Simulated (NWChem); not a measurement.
System: CH$_{7}$FN$_{2}$Si; SMILES N[SiH](CF)N

NWChem input:

```
start job
memory heap 200 mb stack 900 mb global 1100 mb
geometry units angstroms noautosym nocenter noautoz
  N     -1.348120    -1.287524    -0.400863
  Si     0.001564    -0.574134     0.405113
  N      1.466130    -0.800380    -0.467277
  C     -0.024318     1.315912     0.651402
  F      0.299420     1.950677    -0.543306
  H     -1.576497    -1.058889    -1.361384
  H     -2.160786    -1.602783     0.115129
  H     -0.035467    -1.183864     1.771812
  H      1.862949     0.003334    -0.940798
  H      1.689094    -1.669920    -0.935300
  H      0.710037     1.622824     1.419052
  H     -1.013530     1.676492     0.986245
end
basis spherical
  * library def2-svp
end
dft
  xc m06-2x
  iterations 150
end
cosmo
  do_cosmo_smd true
  solvent cychexon
end
task dft energy
```

NWChem printed, in part:

```
             Northwest Computational Chemistry Package (NWChem) 7.3.0
             --------------------------------------------------------

                             Geometry "geometry" -> ""
                             -------------------------

 Output coordinates in angstroms (scale by  1.889725989 to convert to a.u.)

  No.       Tag          Charge          X              Y              Z
 ---- ---------------- ---------- -------------- -------------- --------------
    1 N                    7.0000    -1.34812000    -1.28752400    -0.40086300
    2 Si                  14.0000     0.00156400    -0.57413400     0.40511300
    3 N                    7.0000     1.46613000    -0.80038000    -0.46727700
    4 C                    6.0000    -0.02431800     1.31591200     0.65140200
    5 F                    9.0000     0.29942000     1.95067700    -0.54330600
    6 H                    1.0000    -1.57649700    -1.05888900    -1.36138400
    7 H                    1.0000    -2.16078600    -1.60278300     0.11512900
    8 H                    1.0000    -0.03546700    -1.18386400     1.77181200
    9 H                    1.0000     1.86294900     0.00333400    -0.94079800
   10 H                    1.0000     1.68909400    -1.66992000    -0.93530000
   11 H                    1.0000     0.71003700     1.62282400     1.41905200
   12 H                    1.0000    -1.01353000     1.67649200     0.98624500

 Effective nuclear repulsion energy (a.u.)     247.8807429676

                                 NWChem DFT Module
                                 -----------------

 Summary of "ao basis" -> "ao basis" (spherical)
 ------------------------------------------------------------------------------
       Tag                 Description            Shells   Functions and Types
 ---------------- ------------------------------  ------  ---------------------
 N                          def2-svp                 6       14   3s2p1d
 Si                         def2-svp                 8       18   4s3p1d
 C                          def2-svp                 6       14   3s2p1d
 F                          def2-svp                 6       14   3s2p1d
 H                          def2-svp                 3        5   2s1p

 in cosmo_initialize ...
 calling solv_data for solv:cychexon

 solvent parameters
 solvname_short: cychexon
 solvname_long:  cyclohexanone
 dielec:       15.6190
 dielecinf:     2.1045
 nonaqueous SMD model solvent descriptors
 dielec:       15.6190
 sola:          0.0000
 solb:          0.5600
 solc:          0.0000
 solg:         49.7600
 solh:          0.0000
 soln:          1.4507

          ---------------
          -cosmo- solvent
          ---------------
 Cosmo: York-Karplus, doi: 10.1021/jp992097l
 dielectric constant -eps-     =  15.62
 screen = (eps-1)/(eps    )    =   0.93598
 surface charge correction     = lagrangian

   van der Waals surface
 --------------------------

[...]

                                COSMO-SMD solvation results
                                ---------------------------

             internal energy in gas <Psi(g)|H|Psi(g)> =      -540.794959927111
         internal energy in solvent <Psi(s)|H|Psi(s)> =      -540.794056464134
                               delta internal energy  =         0.000903462977 (    0.57 kcal/mol)
   total free energy in solvent <Psi(s)|H+V/2|Psi(s)> =      -540.805685638424
 polarization energy contribution <Psi(s)|V/2|Psi(s)> =        -0.011629174290 (   -7.30 kcal/mol)
    total free energy in solvent including G(SMD-CDS) =      -540.801609831831
                       G(SMD-CDS) energy contribution =         0.004075806593 (    2.56 kcal/mol)
     1 M fixed-concentration free energy of solvation =        -0.006649904720 (   -4.17 kcal/mol)

                       DFT Final Molecular Orbital Analysis
                       ------------------------------------

 Vector   23  Occ=2.000000D+00  E=-3.667745D-01
              MO Center= -2.8D-01,  1.4D-01,  2.7D-01, r^2= 3.5D+00
   Bfn.  Coefficient  Atom+Function         Bfn.  Coefficient  Atom+Function
  ----- ------------  ---------------      ----- ------------  ---------------
    51      0.289222   4 C  py               65      0.269907   5 F  py
    23     -0.233966   2 Si py                5      0.218210   1 N  py
    68     -0.212935   5 F  py                8     -0.191457   1 N  py
    85      0.168188   8 H  s               105      0.167266  12 H  s
    26     -0.161775   2 Si py                4     -0.132453   1 N  px

 Vector   24  Occ=2.000000D+00  E=-3.229110D-01
              MO Center=  7.0D-01, -8.1D-01, -2.9D-01, r^2= 2.7D+00
   Bfn.  Coefficient  Atom+Function         Bfn.  Coefficient  Atom+Function
  ----- ------------  ---------------      ----- ------------  ---------------
    38      0.373705   3 N  pz               41     -0.313561   3 N  pz
    36      0.277121   3 N  px                5      0.266326   1 N  py
    39     -0.251716   3 N  px                8     -0.236300   1 N  py
    86      0.126732   8 H  s                35     -0.111216   3 N  s
    49      0.106611   4 C  s                51     -0.098373   4 C  py

 Vector   25  Occ=2.000000D+00  E=-3.020650D-01
              MO Center= -3.4D-01, -6.7D-01, -7.1D-02, r^2= 3.5D+00
   Bfn.  Coefficient  Atom+Function         Bfn.  Coefficient  Atom+Function
  ----- ------------  ---------------      ----- ------------  ---------------
     5      0.360453   1 N  py                8     -0.309586   1 N  py
    51     -0.230095   4 C  py               36     -0.224323   3 N  px
    49      0.224110   4 C  s                 4     -0.191699   1 N  px
    39      0.184561   3 N  px               54     -0.172158   4 C  py
    86     -0.169970   8 H  s                 7      0.165060   1 N  px

 Vector   26  Occ=0.000000D+00  E= 8.757298D-02
              MO Center=  1.5D-01, -3.6D-01, -3.7D-01, r^2= 6.2D+00
   Bfn.  Coefficient  Atom+Function         Bfn.  Coefficient  Atom+Function
  ----- ------------  ---------------      ----- ------------  ---------------
    35      1.037507   3 N  s                 3      0.804841   1 N  s
    18     -0.560606   2 Si s                27      0.478145   2 Si pz
    91     -0.468997   9 H  s                96     -0.438884  10 H  s
    55      0.430688   4 C  pz               81     -0.412669   7 H  s
   101     -0.409059  11 H  s                76     -0.406145   6 H  s

 Vector   27  Occ=0.000000D+00  E= 1.094954D-01
              MO Center= -7.1D-01, -7.5D-01,  1.5D-01, r^2= 5.9D+00
   Bfn.  Coefficient  Atom+Function         Bfn.  Coefficient  Atom+Function
  ----- ------------  ---------------      ----- ------------  ---------------
     3      1.177384   1 N  s                25      0.966892   2 Si px
    35     -0.895314   3 N  s                81     -0.605392   7 H  s
    49      0.583179   4 C  s                76     -0.505105   6 H  s
    91      0.335546   9 H  s                96      0.310383  10 H  s
    18     -0.266673   2 Si s                26     -0.243647   2 Si py

 Vector   28  Occ=0.000000D+00  E= 1.263161D-01
              MO Center= -1.1D-02,  3.3D-01,  9.6D-01, r^2= 6.1D+00
   Bfn.  Coefficient  Atom+Function         Bfn.  Coefficient  Atom+Function
  ----- ------------  ---------------      ----- ------------  ---------------
    49      2.307599   4 C  s                26     -1.233639   2 Si py
   101     -1.031630  11 H  s               106     -0.961838  12 H  s
     3     -0.645719   1 N  s                18     -0.546547   2 Si s
    76      0.378252   6 H  s                25     -0.354234   2 Si px
    55      0.350808   4 C  pz               86     -0.339154   8 H  s

     Multipole analysis of the density
     ---------------------------------

     L   x y z        total         alpha         beta         nuclear
     -   - - -        -----         -----         ----         -------
     0   0 0 0     -0.000000    -25.000000    -25.000000     50.000000

     1   1 0 0     -0.524461     -2.976480     -2.976480      5.428499
     1   0 1 0     -0.342740     -0.724639     -0.724639      1.106539
     1   0 0 1     -0.136642      0.245358      0.245358     -0.627359

     2   2 0 0    -24.493279    -90.077659    -90.077659    155.662038
     2   1 1 0      0.397071    -19.087436    -19.087436     38.571944
     2   1 0 1     -1.319713      6.576684      6.576684    -14.473082
     2   0 2 0    -30.093265   -155.503082   -155.503082    280.912899
     2   0 1 1      3.273149     -4.173321     -4.173321     11.619790
     2   0 0 2    -26.478554    -48.781541    -48.781541     71.084527
```

Level: M06-2X/def2-SVP, SMD on the gas-phase geometry. The geometry was optimised at PBE0/def2-SVP. No frequency run checked for a minimum. Solvent: cyclohexanone.
